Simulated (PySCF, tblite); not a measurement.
Isomers of C6H8NPS, one GFN2-xTB conformer each. Single-point energies are computed at PBE0/pcSseg-1 (PySCF, gas phase, no added dispersion term), electronic only.

Question: Rank them by PBE0/pcSseg-1 energy, lowest first (kJ/mol).
A. `[CH3:1][S:2][c:3]1[n:4][cH:5][c:6]([CH3:7])[cH:8][p:9]1` with C1–S2–C3–N4 0°
B. `[CH3:1][S:2][c:3]1[cH:4][cH:5][n:6][c:7]([CH3:8])[p:9]1` with C1–S2–C3–C4 180°

Answer: A (0.0), B (1.5).

Neighbours under 10 kJ/mol apart (CSc1ncc(C)cp1 and CSc1ccnc(C)p1) can change places with a better method, another conformer or zero-point energy. GFN2-xTB itself gives, in the same order: 0.0, 6.9. Both levels put the same isomer lowest.

Q: Which frontier levels, dipoles and rotational constants go with these structures?

A: 
```tsv
SMILES	HOMO (eV, PBE0/pcSseg-1)	LUMO (eV)	dipole (D)	A, B, C (MHz)
CSc1ncc(C)cp1	-6.16	-1.83	2.73	2551, 785.1, 604.9
CSc1ccnc(C)p1	-6.63	-1.69	1.48	2394, 851.3, 633.0
```

Q: What happens when harmonic zero-point energies from GFN2-xTB frequencies are added?

A: 
| SMILES | ZPE (kJ/mol) | electronic (kJ/mol) | with ZPE (kJ/mol) |
| --- | --- | --- | --- |
| CSc1ncc(C)cp1 | 327.9 | 0.0 | 0.0 |
| CSc1ccnc(C)p1 | 327.4 | 1.5 | 1.0 |

The zero-point energies span 0.5 kJ/mol. The order is unchanged.
